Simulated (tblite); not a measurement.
C6H7BO2 (charge -1 and doublet state).
Atom-mapped SMILES: `[OH:1][B:2]([OH:3])[C-:4]1[CH:5][C@@H:6]2[C@@H:7]3[C@H:8]1[C@H:9]23` (hydrogens: H10 on O1; H11 on O3; H12 on C5; H13 on C6; H14 on C7; H15 on C8; H16 on C9)

Computed with GFN2-xTB (tblite), gas phase: L-BFGS steps from a force-field or distance-geometry start until the largest atomic force falls under 0.01 eV/Å.

Step 47: E = -704.7313 eV
```
atom  x, y, z in Å  |  force x, y, z in eV/Å
O1     -2.9662    0.0878   -0.0822    0.068   0.101  -0.012
B2     -1.8200   -0.4570    0.5679   -0.085  -0.148  -0.004
O3     -2.1448   -1.3445    1.6595   -0.106  -0.037  -0.077
C4     -0.4174   -0.2085    0.1688   -0.051  -0.008   0.043
C5      0.7911   -0.8369    0.6133    0.006  -0.034  -0.106
C6      1.8613   -0.1270   -0.1075    0.007   0.078   0.002
C7      1.4603    1.3256   -0.2517    0.038   0.051  -0.022
C8      0.0890    0.8798   -0.7151    0.010  -0.055   0.000
C9      1.3571    0.4635   -1.4361   -0.038  -0.009   0.014
H10    -3.7443   -0.3019    0.3109    0.012  -0.016   0.100
H11    -1.3119   -1.6320    2.0242    0.025  -0.046   0.023
H12     0.8896   -1.8743    0.9128   -0.007   0.058   0.031
H13     2.9121   -0.4078   -0.0148   -0.042   0.068   0.024
H14     1.9006    2.2850   -0.0624    0.138   0.068   0.000
H15    -0.6040    1.5873   -1.1607    0.070  -0.006  -0.046
H16     1.7399    0.5696   -2.4382   -0.044  -0.065   0.029
```

Step 48: E = -704.7353 eV
```
atom  x, y, z in Å  |  force x, y, z in eV/Å
O1     -2.9661    0.0897   -0.0823   -0.026   0.055   0.045
B2     -1.8229   -0.4593    0.5675    0.016  -0.075  -0.082
O3     -2.1469   -1.3478    1.6532   -0.004  -0.129   0.045
C4     -0.4201   -0.2059    0.1697    0.027  -0.049   0.015
C5      0.7894   -0.8393    0.6078   -0.004   0.083  -0.097
C6      1.8614   -0.1223   -0.1051   -0.030  -0.032   0.000
C7      1.4606    1.3272   -0.2523    0.014   0.076  -0.055
C8      0.0890    0.8807   -0.7177   -0.025  -0.065   0.048
C9      1.3565    0.4634   -1.4371   -0.002   0.003   0.060
H10    -3.7411   -0.2986    0.3221    0.042   0.025   0.047
H11    -1.3126   -1.6377    2.0207   -0.103   0.000  -0.038
H12     0.8939   -1.8719    0.9163   -0.020   0.027   0.033
H13     2.9113   -0.4064   -0.0068   -0.048   0.084   0.001
H14     1.9064    2.2849   -0.0633    0.112   0.058  -0.008
H15    -0.6059    1.5862   -1.1647    0.091  -0.006  -0.039
H16     1.7396    0.5659   -2.4392   -0.039  -0.054   0.025
```

Step 49: E = -704.7392 eV
```
atom  x, y, z in Å  |  force x, y, z in eV/Å
O1     -2.9675    0.0918   -0.0813   -0.019   0.032   0.070
B2     -1.8242   -0.4637    0.5650    0.032  -0.013  -0.120
O3     -2.1530   -1.3542    1.6451    0.069  -0.172   0.105
C4     -0.4217   -0.2035    0.1723    0.102  -0.060  -0.029
C5      0.7897   -0.8389    0.6034   -0.041   0.138  -0.055
C6      1.8624   -0.1177   -0.1026   -0.044  -0.090  -0.030
C7      1.4621    1.3303   -0.2544   -0.014   0.067  -0.065
C8      0.0888    0.8810   -0.7190   -0.027  -0.035   0.077
C9      1.3560    0.4631   -1.4375    0.026   0.017   0.077
H10    -3.7358   -0.2971    0.3347    0.007   0.035   0.025
H11    -1.3189   -1.6435    2.0180   -0.166   0.014  -0.064
H12     0.8964   -1.8668    0.9203   -0.015  -0.013   0.046
H13     2.9113   -0.4045   -0.0006   -0.050   0.096  -0.016
H14     1.9167    2.2849   -0.0661    0.073   0.044  -0.020
H15    -0.6070    1.5850   -1.1682    0.103  -0.011  -0.030
H16     1.7372    0.5626   -2.4406   -0.037  -0.050   0.030
```

Step 50: E = -704.7441 eV
```
atom  x, y, z in Å  |  force x, y, z in eV/Å
O1     -2.9707    0.0935   -0.0802   -0.120  -0.040   0.170
B2     -1.8264   -0.4679    0.5593    0.085   0.011  -0.129
O3     -2.1630   -1.3670    1.6315    0.091  -0.147   0.094
C4     -0.4223   -0.2007    0.1739    0.094  -0.063  -0.059
C5      0.7898   -0.8358    0.5993   -0.045   0.119   0.017
C6      1.8639   -0.1123   -0.0994   -0.060  -0.114  -0.062
C7      1.4643    1.3354   -0.2579   -0.044   0.039  -0.053
C8      0.0893    0.8807   -0.7212   -0.009   0.027   0.082
C9      1.3574    0.4622   -1.4368    0.035   0.030   0.081
H10    -3.7283   -0.2916    0.3643    0.061   0.104  -0.080
H11    -1.3319   -1.6580    2.0086   -0.151   0.001  -0.055
H12     0.8979   -1.8581    0.9319   -0.006  -0.013   0.046
H13     2.9114   -0.3999    0.0065   -0.031   0.093  -0.023
H14     1.9310    2.2863   -0.0736    0.017   0.023  -0.030
H15    -0.6060    1.5817   -1.1770    0.109  -0.013  -0.013
H16     1.7360    0.5603   -2.4406   -0.025  -0.056   0.015
```

Task: Estimate the geometry and energy of step 51. (The exact step hangs on the optimiser's Hessian estimate; all steps are aligned on step 50, rigid shifts and turns removed.)

Result: E = -704.7478 eV, largest force 0.165 eV/Å
```
atom  x, y, z in Å  |  force x, y, z in eV/Å
O1     -2.9745    0.0950   -0.0759    0.001  -0.007   0.120
B2     -1.8264   -0.4738    0.5530    0.029   0.014  -0.076
O3     -2.1731   -1.3784    1.6222    0.130  -0.096   0.035
C4     -0.4216   -0.2001    0.1757    0.058  -0.020  -0.091
C5      0.7911   -0.8315    0.5977   -0.045   0.033   0.094
C6      1.8649   -0.1094   -0.0982   -0.035  -0.067  -0.086
C7      1.4660    1.3405   -0.2612   -0.041  -0.005   0.000
C8      0.0896    0.8807   -0.7207    0.030   0.077   0.058
C9      1.3584    0.4623   -1.4349    0.025   0.022   0.036
H10    -3.7216   -0.2882    0.3825   -0.051   0.066  -0.050
H11    -1.3442   -1.6681    2.0032   -0.124  -0.024  -0.032
H12     0.8967   -1.8506    0.9405    0.015  -0.008   0.049
H13     2.9124   -0.3948    0.0083   -0.019   0.079  -0.019
H14     1.9437    2.2879   -0.0804   -0.034   0.002  -0.036
H15    -0.6021    1.5799   -1.1832    0.076  -0.006  -0.004
H16     1.7331    0.5575   -2.4400   -0.015  -0.060   0.002
```

The energy changes by -0.0037 eV. The first-order estimate −F·Δx gives -0.0056 eV and the mean of the old and new forces, exact on a quadratic surface, -0.0037 eV. The step makes an angle of 74° with the force vector and moves no atom by more than 0.020 Å.

What follows is the cost of the whole relaxation. On an Intel Xeon at 2.50 GHz with one thread, shared host with 64 logical CPUs at a one-minute load of 62, this took 1.6 s wall.
